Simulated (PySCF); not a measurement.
## [TlBr]2+ at several levels of theory

Computed with PySCF 2.14.0 (density fitting, no spin-orbit coupling) at the geometry relaxed with B3LYP:

```xyz
2
[TlBr]2+ (singlet)
Tl    0.0000    0.0000   -0.7651
Br    0.0000    0.0000    1.9007
```

| level | basis | state | HOMO (eV) | gap (eV) | charge on Tl1 (e) | dipole about the centre of mass (D) | largest force component (eV/Å) |
| --- | --- | --- | --- | --- | --- | --- | --- |
| B3LYP | Tl def2-SVP with ECP60, Br def2-SVP | singlet | -20.88 | 1.08 | 1.40 | 0.26 | 0.00 |
| CAM-B3LYP | the same | singlet | -22.55 | 4.03 | 1.38 | 0.29 | 0.16 |
| B3LYP | Tl x2c-SVPall, Br x2c-SVPall | singlet | -20.88 | 1.07 | 1.41 | 0.19 | 0.44 |

Charges are Mulliken's, which hang on the basis. The relaxation used the grid (50, 194), these runs (75, 302) or, all-electron (x2c bases, spin-free X2C Hamiltonian), (99, 590).

Task: What does B3LYP with Tl def2-TZVP with ECP60, Br def2-TZVP give here?

Result: state singlet, HOMO (eV) -20.86, gap (eV) 1.18, charge on Tl1 (e) 1.44, dipole about the centre of mass (D) 0.00, largest force component (eV/Å) 0.31. Time: 3.7 s on 2 threads of Arm Neoverse V1, on a shared host, from free ions and atoms.

In the first row's basis the gap widens with exact exchange: 1.1 eV for B3LYP (a fixed share); 4.0 eV for CAM-B3LYP (rising or full at long range).

The relaxed state isn't the lowest spin state tried at its geometry. The gap of the closed shell is small, and it wasn't tested for a lower spin-broken solution at this geometry.

Small gap, closed shell not tested for a spin-broken solution: B3LYP (small-core/TZVP), B3LYP (x2c-SVP).
